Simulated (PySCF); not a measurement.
Br3Zr, neutral, multiplicity 2. Atoms are numbered in the order given.

```xyz
4

Zr     0.0000     0.0000     0.0000
Br     2.4952     0.0000     0.0000
Br    -1.2476    -2.1609     0.0000
Br    -1.2476     2.1609     0.0000
```
Charge 0, spin multiplicity 2.

Geometry: B3LYP-D3(BJ)/def2-SVP. The multiplicity is an assumed one; other spin states were not compared. The def2 effective core potentials stand for the cores of Zr; spin–orbit coupling is left out.

Level of theory: TDA-PBE/def2-SVPD run with PySCF.

Vertical excitations; the highest root listed may be one member of a degenerate set. The molecule is in vacuum.

| state | energy (eV) | λ (nm) | f | main pairs |
|---|---|---|---|---|
| root 1 | 1.05 | 1179 | 0.000 | α HOMO→LUMO (degenerate set) |
| root 2 | 1.05 | 1178 | 0.000 | α HOMO→LUMO+1 (degenerate set) |
| root 3 | 2.07 | 600 | 0.002 | α HOMO→LUMO+3 (degenerate set) |
| root 4 | 2.07 | 600 | 0.002 | α HOMO→LUMO+2 (degenerate set) |
| root 5 | 3.85 | 322 | 0.000 | α HOMO−1→LUMO+1 (degenerate set) |
| root 6 | 3.85 | 322 | 0.000 | α HOMO−1→LUMO (degenerate set) |
| root 7 | 4.04 | 307 | 0.112 | α HOMO→LUMO+4, β HOMO−1→LUMO (degenerate set) |
| root 8 | 4.04 | 307 | 0.000 | α HOMO→LUMO+5 (degenerate set) |
| root 9 | 4.13 | 300 | 0.003 | α HOMO−2→LUMO+1, β HOMO−1→LUMO+1 (degenerate set) |
| root 10 | 4.13 | 300 | 0.003 | α HOMO−2→LUMO, β HOMO−1→LUMO+2 (degenerate set) |
Unrestricted roots are not spin-pure.
